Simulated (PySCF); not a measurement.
C2H5O, SMILES [CH2]OC, multiplicity 2.

Geometry optimised at B3LYP-D3(BJ)/def2-TZVP. The isomer is the one that the SMILES or the coordinates give; other isomers of the formula were not compared.

These are PySCF with M06-2X/def2-TZVPD values and carry that method's errors.

The molecule is in vacuum.

Computed frontier levels, dipole moment and polarisability:
The α spin, highest occupied and lowest empty level is -6.31 and 0.55 eV. The β spin, highest occupied and lowest empty level is -10.47 and -0.26 eV. The dipole moment comes out as 0.284 e·Å and the quadrupole, principal values (traceless, Buckingham form, about the centre of nuclear charge) comes out as -2.63, -0.83, 3.46 D·Å. The mean static polarisability is 33.6 bohr³ (4.98 Å³). The polarisability, principal values is 30.3, 30.6, 39.9 bohr³ and the ⟨S²⟩ is 0.755 (pure state 0.75).
